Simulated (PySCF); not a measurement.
A geometry optimisation, step by step.

Mo(CH)(OMe)3, C4H10MoO3 (singlet state).
Bonds: Mo1–C2, Mo1–O4, Mo1–O9, Mo1–O14, O4–C5, O9–C10, O14–C15. Hydrogens: H3 on C2; H6, H7, H8 on C5; H11, H12, H13 on C10; H16, H17, H18 on C15.

Computed by this run: PBE0-D3(BJ)/def2-SVP geometry optimisation, gas phase, def2 core potentials past Kr in PySCF; density fitting, grid level 1; the optimiser is geomeTRIC in internal coordinates, started from a GFN2-xTB structure with every atom displaced at random (about 0.03 Å). 9 of its 13 geometries are shown. The frame can shift and turn from step to step; on so coarse a grid that alone can change the energy by a few meV, and forces under 0.02 eV/Å are noise.

Step 0: E = -12288.5320 eV, largest atomic force 4.695 eV/Å
```
atom  x, y, z in Å  |  force x, y, z in eV/Å
Mo1     0.067   -0.068   -0.150   -2.384   2.536   2.807
C2      0.031   -0.054    1.644    0.528  -0.581  -4.628
H3      0.016   -0.075    2.700   -0.067   0.066   1.577
O4      1.631   -0.824   -0.767   -3.041   1.204  -1.385
C5      2.683   -1.512   -0.408    3.631   0.706   2.405
H6      2.718   -1.556    0.717    0.298  -0.397  -0.539
H7      3.602   -0.945   -0.733   -0.238  -0.507   0.217
H8      2.754   -2.485   -0.829   -0.142  -1.472  -0.594
O9     -0.057    1.797   -0.591    0.320  -2.687  -0.917
C10    -0.093    3.084   -0.160   -0.403   0.039   0.744
H11    -0.105    3.089    0.941    0.185   0.487   0.174
H12    -0.979    3.594   -0.531   -0.807   0.105  -0.032
H13     0.706    3.673   -0.591    0.954   0.248   0.078
O14    -1.565   -0.882   -0.657    1.904   0.496  -0.714
C15    -2.645   -1.613   -0.226   -0.797   3.300   1.876
H16    -2.630   -1.566    0.900   -0.317  -0.613  -0.584
H17    -2.614   -2.576   -0.623   -0.094  -2.250  -0.658
H18    -3.576   -1.064   -0.558    0.471  -0.680   0.174
```

Step 2: E = -12289.3355 eV, largest atomic force 1.070 eV/Å
```
atom  x, y, z in Å  |  force x, y, z in eV/Å
Mo1    -0.005    0.033   -0.264    0.169   0.019   1.056
C2      0.037   -0.047    1.473   -0.064   0.074  -0.729
H3      0.057   -0.096    2.573    0.009   0.005  -0.191
O4      1.582   -0.795   -0.821   -0.294   0.144  -0.188
C5      2.683   -1.493   -0.351    0.173  -0.346   0.114
H6      2.739   -1.516    0.752   -0.143   0.067   0.030
H7      3.625   -1.048   -0.719   -0.083   0.094  -0.081
H8      2.655   -2.543   -0.711   -0.027   0.181   0.047
O9     -0.086    1.849   -0.697    0.035  -0.253  -0.101
C10    -0.102    3.114   -0.127   -0.011   0.190   0.095
H11    -0.097    3.070    0.978    0.004  -0.056  -0.019
H12    -1.007    3.666   -0.448    0.112  -0.082   0.020
H13     0.784    3.691   -0.455   -0.096  -0.060   0.024
O14    -1.570   -0.859   -0.753    0.063  -0.076  -0.105
C15    -2.615   -1.595   -0.199    0.099  -0.139  -0.002
H16    -2.620   -1.541    0.903    0.098   0.014   0.069
H17    -2.534   -2.660   -0.500   -0.004   0.170   0.050
H18    -3.582   -1.214   -0.560   -0.041   0.055  -0.090
```

Step 3: E = -12289.3718 eV, largest atomic force 0.367 eV/Å
```
atom  x, y, z in Å  |  force x, y, z in eV/Å
Mo1    -0.006    0.032   -0.295   -0.148   0.202   0.268
C2      0.035   -0.040    1.427   -0.014   0.000  -0.141
H3      0.058   -0.084    2.523    0.006   0.001  -0.031
O4      1.564   -0.798   -0.855   -0.116  -0.016  -0.244
C5      2.654   -1.483   -0.344    0.128  -0.103   0.169
H6      2.667   -1.453    0.761    0.001   0.005  -0.007
H7      3.590   -1.034   -0.718    0.012  -0.003  -0.001
H8      2.632   -2.541   -0.663   -0.015   0.075  -0.001
O9     -0.080    1.850   -0.720    0.037  -0.167  -0.112
C10    -0.091    3.097   -0.109    0.007   0.014   0.138
H11    -0.086    3.007    0.992   -0.006   0.001   0.003
H12    -0.993    3.659   -0.410    0.018  -0.002  -0.005
H13     0.796    3.680   -0.414   -0.023  -0.004  -0.012
O14    -1.563   -0.872   -0.784    0.148  -0.004  -0.133
C15    -2.592   -1.598   -0.196    0.011  -0.044   0.088
H16    -2.563   -1.511    0.905   -0.021  -0.009   0.007
H17    -2.511   -2.667   -0.466   -0.015   0.055   0.007
H18    -3.567   -1.227   -0.556   -0.009  -0.003   0.006
```

Step 4: E = -12289.3839 eV, largest atomic force 0.112 eV/Å
```
atom  x, y, z in Å  |  force x, y, z in eV/Å
Mo1    -0.013    0.038   -0.341   -0.033  -0.024   0.008
C2      0.030   -0.034    1.376   -0.001   0.006   0.030
H3      0.058   -0.078    2.470    0.002  -0.004   0.031
O4      1.553   -0.803   -0.899   -0.001  -0.031  -0.108
C5      2.636   -1.467   -0.333   -0.020   0.025   0.066
H6      2.618   -1.389    0.769    0.036  -0.007  -0.003
H7      3.577   -1.033   -0.710    0.032  -0.012   0.019
H8      2.614   -2.535   -0.610    0.015  -0.013  -0.010
O9     -0.078    1.853   -0.752    0.012   0.079  -0.060
C10    -0.084    3.076   -0.087    0.011  -0.025   0.075
H11    -0.081    2.938    1.009   -0.007  -0.003  -0.007
H12    -0.982    3.652   -0.368   -0.018   0.027  -0.009
H13     0.805    3.665   -0.368    0.006   0.018  -0.018
O14    -1.560   -0.884   -0.823    0.026  -0.019  -0.060
C15    -2.574   -1.595   -0.190   -0.032  -0.027   0.052
H16    -2.523   -1.477    0.907   -0.023   0.010  -0.014
H17    -2.494   -2.670   -0.428   -0.001   0.000  -0.018
H18    -3.558   -1.241   -0.544   -0.004   0.002   0.025
```

Step 6: E = -12289.3867 eV, largest atomic force 0.034 eV/Å
```
atom  x, y, z in Å  |  force x, y, z in eV/Å
Mo1    -0.014    0.034   -0.367   -0.002  -0.007   0.013
C2      0.030   -0.035    1.351    0.003   0.002  -0.015
H3      0.060   -0.077    2.446   -0.002  -0.002   0.000
O4      1.556   -0.809   -0.921    0.018  -0.022   0.019
C5      2.638   -1.456   -0.324   -0.010   0.022  -0.015
H6      2.607   -1.358    0.776   -0.004  -0.002   0.001
H7      3.583   -1.023   -0.692   -0.001   0.002   0.003
H8      2.630   -2.528   -0.584    0.001  -0.003  -0.002
O9     -0.077    1.855   -0.772    0.004   0.017  -0.001
C10    -0.085    3.062   -0.077   -0.005  -0.002  -0.004
H11    -0.083    2.899    1.015    0.001  -0.001   0.000
H12    -0.983    3.646   -0.346   -0.001  -0.001   0.002
H13     0.802    3.661   -0.347    0.000   0.000   0.001
O14    -1.563   -0.893   -0.843    0.006  -0.014   0.010
C15    -2.576   -1.593   -0.190   -0.013   0.008  -0.007
H16    -2.512   -1.466    0.905    0.004  -0.002  -0.001
H17    -2.508   -2.669   -0.424   -0.001   0.000  -0.005
H18    -3.561   -1.231   -0.531    0.002   0.003   0.002
```

Step 8: E = -12289.3874 eV, largest atomic force 0.048 eV/Å
```
atom  x, y, z in Å  |  force x, y, z in eV/Å
Mo1    -0.009    0.023   -0.371    0.001   0.029   0.038
C2      0.031   -0.041    1.349   -0.002  -0.003  -0.030
H3      0.055   -0.083    2.444   -0.001   0.002  -0.011
O4      1.570   -0.813   -0.915   -0.041   0.005   0.001
C5      2.655   -1.443   -0.311    0.037  -0.020   0.003
H6      2.609   -1.360    0.789   -0.010  -0.002   0.001
H7      3.598   -0.987   -0.659   -0.007   0.005  -0.003
H8      2.675   -2.513   -0.584   -0.003   0.013   0.003
O9     -0.076    1.844   -0.778    0.008  -0.026   0.011
C10    -0.095    3.049   -0.079   -0.009   0.026  -0.014
H11    -0.088    2.881    1.013    0.003  -0.001   0.003
H12    -0.999    3.624   -0.342    0.006  -0.010   0.004
H13     0.786    3.658   -0.349   -0.003  -0.007   0.005
O14    -1.560   -0.900   -0.847    0.007  -0.031   0.002
C15    -2.586   -1.587   -0.199    0.012   0.034  -0.012
H16    -2.505   -1.489    0.897    0.008  -0.012   0.004
H17    -2.551   -2.658   -0.463   -0.004   0.000   0.003
H18    -3.564   -1.188   -0.518   -0.002  -0.002  -0.006
```

Step 9: E = -12289.3879 eV, largest atomic force 0.058 eV/Å
```
atom  x, y, z in Å  |  force x, y, z in eV/Å
Mo1    -0.005    0.016   -0.371    0.001   0.038   0.026
C2      0.028   -0.045    1.348   -0.005  -0.004  -0.017
H3      0.047   -0.087    2.443    0.001   0.003  -0.009
O4      1.578   -0.815   -0.908   -0.055   0.012  -0.013
C5      2.667   -1.434   -0.300    0.045  -0.030   0.013
H6      2.607   -1.367    0.800   -0.006  -0.001   0.001
H7      3.606   -0.957   -0.631   -0.006   0.004  -0.003
H8      2.708   -2.500   -0.587   -0.004   0.013   0.002
O9     -0.075    1.837   -0.781    0.009  -0.028   0.017
C10    -0.102    3.041   -0.080   -0.006   0.025  -0.012
H11    -0.091    2.872    1.011    0.002  -0.001   0.002
H12    -1.013    3.609   -0.340    0.005  -0.008   0.002
H13     0.772    3.657   -0.352   -0.003  -0.006   0.003
O14    -1.555   -0.907   -0.851    0.009  -0.033  -0.009
C15    -2.590   -1.585   -0.209    0.017   0.030  -0.006
H16    -2.496   -1.513    0.889    0.004  -0.010   0.003
H17    -2.582   -2.650   -0.497   -0.004  -0.001   0.003
H18    -3.562   -1.157   -0.508   -0.003  -0.002  -0.004
```

Step 10: E = -12289.3885 eV, largest atomic force 0.048 eV/Å
```
atom  x, y, z in Å  |  force x, y, z in eV/Å
Mo1    -0.001    0.011   -0.369   -0.004   0.034   0.004
C2      0.023   -0.049    1.349   -0.007  -0.005   0.003
H3      0.034   -0.090    2.444    0.003   0.003  -0.002
O4      1.587   -0.817   -0.898   -0.042   0.009  -0.020
C5      2.679   -1.424   -0.287    0.032  -0.025   0.016
H6      2.601   -1.380    0.814   -0.001   0.001  -0.001
H7      3.613   -0.923   -0.596   -0.001   0.002   0.000
H8      2.745   -2.483   -0.593   -0.002   0.008   0.000
O9     -0.073    1.831   -0.781    0.007  -0.015   0.019
C10    -0.112    3.035   -0.081    0.000   0.009  -0.008
H11    -0.095    2.867    1.010   -0.001  -0.001   0.001
H12    -1.029    3.593   -0.339    0.001  -0.001   0.000
H13     0.755    3.660   -0.356   -0.002  -0.001   0.000
O14    -1.545   -0.917   -0.857    0.011  -0.024  -0.017
C15    -2.590   -1.585   -0.222    0.012   0.011   0.003
H16    -2.482   -1.546    0.877   -0.002  -0.003   0.001
H17    -2.612   -2.642   -0.538   -0.002   0.000   0.000
H18    -3.555   -1.126   -0.498   -0.003  -0.001   0.000
```

Step 12: E = -12289.3891 eV, largest atomic force under 0.02 eV/Å
```
atom  x, y, z in Å  |  force x, y, z in eV/Å
Mo1     0.000    0.013   -0.366   -0.003   0.001  -0.008
C2      0.012   -0.051    1.353   -0.003  -0.002   0.007
H3      0.018   -0.093    2.448    0.002   0.001   0.003
O4      1.590   -0.814   -0.888    0.007  -0.001  -0.002
C5      2.684   -1.419   -0.274   -0.008   0.002   0.001
H6      2.589   -1.399    0.826    0.002   0.001   0.000
H7      3.614   -0.896   -0.558    0.002  -0.001   0.002
H8      2.769   -2.469   -0.603    0.001  -0.002  -0.001
O9     -0.072    1.832   -0.775    0.000   0.008   0.006
C10    -0.120    3.039   -0.081    0.003  -0.009  -0.003
H11    -0.100    2.876    1.011   -0.001   0.000   0.000
H12    -1.043    3.587   -0.339   -0.002   0.003   0.000
H13     0.740    3.671   -0.360    0.001   0.002  -0.001
O14    -1.531   -0.928   -0.868    0.004   0.003  -0.007
C15    -2.581   -1.593   -0.238   -0.005  -0.010   0.007
H16    -2.461   -1.583    0.860   -0.002   0.003  -0.002
H17    -2.623   -2.642   -0.578    0.001   0.001  -0.002
H18    -3.541   -1.113   -0.493    0.001   0.000   0.001
```

Question: Summarise the path.

Answer: The energy falls by 0.8571 eV from step 0 to step 12; nine tenths of that is first reached at step 2. It falls at every step. The largest force goes from 4.695 to under 0.02 eV/Å. Among the bonds O4–C5 changes most, from 1.308 to 1.393 Å; the atoms move by 0.184 Å rms after alignment.

Question: Follow the three bonds and two angles with the largest change from start to end.

Answer: 
```json
{"step": "0", "E above end (eV)": "0.8571", "largest force (eV/Å)": "4.695", "O4–C5 (Å)": "1.308", "Mo1–C2 (Å)": "1.795", "C15–H17 (Å)": "1.042", "Mo1–O9–C10 (°)": "148.1", "Mo1–O14–C15 (°)": "145.3"}
{"step": "1", "E above end (eV)": "0.1728", "largest force (eV/Å)": "2.594", "O4–C5 (Å)": "1.373", "Mo1–C2 (Å)": "1.676", "C15–H17 (Å)": "1.101", "Mo1–O9–C10 (°)": "143.9", "Mo1–O14–C15 (°)": "142.6"}
{"step": "2", "E above end (eV)": "0.0536", "largest force (eV/Å)": "1.070", "O4–C5 (Å)": "1.385", "Mo1–C2 (Å)": "1.739", "C15–H17 (Å)": "1.109", "Mo1–O9–C10 (°)": "142.3", "Mo1–O14–C15 (°)": "141.0"}
{"step": "3", "E above end (eV)": "0.0173", "largest force (eV/Å)": "0.367", "O4–C5 (Å)": "1.386", "Mo1–C2 (Å)": "1.724", "C15–H17 (Å)": "1.105", "Mo1–O9–C10 (°)": "140.7", "Mo1–O14–C15 (°)": "139.4"}
{"step": "4", "E above end (eV)": "0.0052", "largest force (eV/Å)": "0.112", "O4–C5 (Å)": "1.391", "Mo1–C2 (Å)": "1.719", "C15–H17 (Å)": "1.104", "Mo1–O9–C10 (°)": "138.7", "Mo1–O14–C15 (°)": "137.8"}
{"step": "5", "E above end (eV)": "0.0029", "largest force (eV/Å)": "0.112", "O4–C5 (Å)": "1.394", "Mo1–C2 (Å)": "1.718", "C15–H17 (Å)": "1.104", "Mo1–O9–C10 (°)": "137.8", "Mo1–O14–C15 (°)": "137.2"}
{"step": "6", "E above end (eV)": "0.0024", "largest force (eV/Å)": "0.034", "O4–C5 (Å)": "1.394", "Mo1–C2 (Å)": "1.720", "C15–H17 (Å)": "1.104", "Mo1–O9–C10 (°)": "137.5", "Mo1–O14–C15 (°)": "137.2"}
{"step": "7", "E above end (eV)": "0.0022", "largest force (eV/Å)": "0.026", "O4–C5 (Å)": "1.394", "Mo1–C2 (Å)": "1.721", "C15–H17 (Å)": "1.104", "Mo1–O9–C10 (°)": "137.4", "Mo1–O14–C15 (°)": "137.3"}
{"step": "8", "E above end (eV)": "0.0017", "largest force (eV/Å)": "0.048", "O4–C5 (Å)": "1.392", "Mo1–C2 (Å)": "1.721", "C15–H17 (Å)": "1.104", "Mo1–O9–C10 (°)": "137.2", "Mo1–O14–C15 (°)": "137.5"}
{"step": "9", "E above end (eV)": "0.0012", "largest force (eV/Å)": "0.058", "O4–C5 (Å)": "1.392", "Mo1–C2 (Å)": "1.720", "C15–H17 (Å)": "1.104", "Mo1–O9–C10 (°)": "137.1", "Mo1–O14–C15 (°)": "137.6"}
{"step": "10", "E above end (eV)": "0.0006", "largest force (eV/Å)": "0.048", "O4–C5 (Å)": "1.392", "Mo1–C2 (Å)": "1.720", "C15–H17 (Å)": "1.104", "Mo1–O9–C10 (°)": "137.1", "Mo1–O14–C15 (°)": "137.7"}
{"step": "11", "E above end (eV)": "0.0001", "largest force (eV/Å)": "under 0.02", "O4–C5 (Å)": "1.393", "Mo1–C2 (Å)": "1.720", "C15–H17 (Å)": "1.104", "Mo1–O9–C10 (°)": "137.3", "Mo1–O14–C15 (°)": "137.6"}
{"step": "12", "E above end (eV)": "0.0000", "largest force (eV/Å)": "under 0.02", "O4–C5 (Å)": "1.393", "Mo1–C2 (Å)": "1.720", "C15–H17 (Å)": "1.104", "Mo1–O9–C10 (°)": "137.4", "Mo1–O14–C15 (°)": "137.5"}
```

What follows is the cost of the whole optimisation. The run took 4.2 min on one thread of an Arm Neoverse V1, shared host, and the process peaked at 0.74 GiB of memory.
